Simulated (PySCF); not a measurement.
Species: C₃H₂F₂N₂OSe.
Cartesian coordinates in Å at the PBE0-D3(BJ)/def2-SVP level; atoms count from 1:
```xyz
11
C3H2F2N2OSe angstrom
F      2.4602   -0.9887    1.1249
C      1.5562   -0.0112    1.0841
F      1.4415    0.4973    2.3125
O      0.3482   -0.5785    0.7283
C     -0.3775   -0.0052   -0.2510
C     -1.6238   -0.6288   -0.6461
N     -2.2705   -0.0347   -1.6012
Se    -1.3171    1.4160   -2.0866
N     -0.0313    1.0747   -0.8759
H      1.8622    0.7732    0.3762
H     -2.0097   -1.5415   -0.1822
```

The calculation used TDDFT PBE0/def2-SVPD, vertical, gas phase, core orbitals frozen in the response (PySCF). The PBE0/def2-SVPD calculation is non-relativistic and has no spin–orbit coupling, an omission that weighs most on selenium.

Transition dipole moments from the ground state, in atomic units and in the frame of the coordinates above (overall signs are arbitrary), for the states with f of 0.002 or more among the lowest 6:

| state | E (eV) | μx | μy | μz |
| --- | --- | --- | --- | --- |
| S1 | 4.697 | 0.099 | -0.385 | 0.357 |
| S2 | 4.705 | -0.149 | 0.659 | -0.667 |
| S5 | 6.258 | 0.050 | 0.286 | -0.200 |
| S6 | 6.415 | 0.152 | -0.143 | 0.220 |

Q: What oscillator strength does each state have?

A: f = (2/3) ΔE |μ|² with ΔE in hartree (27.2114 eV).

```
state  |μ|² (au)  |μ| (D)      f
   S1      0.285     1.36  0.033
   S2      0.901     2.41  0.104
   S5      0.124     0.90  0.019
   S6      0.092     0.77  0.014
```

Q: What angle do the transition dipoles of S1 and S6 make?

A: |cos θ| = |μa·μb| / (|μa| |μb|) = 0.92, so θ ≈ 24° (taken between 0 and 90°, since the signs are arbitrary).

Q: What peak molar absorption coefficient would the strongest computed level give as a lone Gaussian band 0.3 eV wide at half height?

A: ε(max) = 2.175×10⁸ f / FWHM, with the width in cm⁻¹. S2: 2.175×10⁸ × 0.1039 / 2420 ≈ 9300 L mol⁻¹ cm⁻¹.

The run took 38 s wall on an Intel Xeon 6975P-C with one thread, shared host, and the process peaked at 0.98 GiB of memory.

One conformer stands for the species.
